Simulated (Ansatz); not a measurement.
A structure relaxed at PBE-D4/def2-SVP in Ansatz, charge 0, singlet:

```xyz
28

Zn   -0.610    0.578   -3.276
Zn    1.224    3.877   -0.053
Zn   -0.209   -1.625   -0.356
Zn    0.502   -3.235    3.798
Zn   -1.918    0.265   -0.983
O     0.227   -0.025   -1.496
O     0.435    1.990    0.487
O     0.029    2.544   -2.939
O    -0.026   -0.510    1.506
O     0.910   -4.016    1.915
H    -0.314    0.113   -4.737
H    -2.286    0.545   -2.572
H     2.533    4.160    0.741
H     0.071    4.205   -1.122
H     0.636   -2.962   -0.275
H    -1.920   -1.429   -0.540
H     0.510   -1.653    3.527
H     0.339   -4.439    4.774
H    -1.975    1.283    0.274
H     0.696    0.700   -1.028
H     0.679    1.270    1.119
H    -0.552    1.815    0.334
H     0.250    3.084   -3.720
H     0.025    3.184   -2.153
H     0.201   -1.057    2.350
H    -0.940   -0.175    1.649
H     0.772   -3.533    1.035
H     0.708   -4.954    1.744
```

Problem. Give its formula.

Solution. Zn₅O₅H₁₈.

Problem. Summarise the bond lengths by kind (pairs closer than 1.2 times the sum of covalent radii, bridged metal pairs left out).

Solution. 7 × O–Zn 2.01 to 2.22 Å; 11 × H–Zn 1.56 to 1.82 Å; 9 × H–O 0.97 to 1.03 Å.

In the singlet geometry the species has come apart into loosely held pieces.
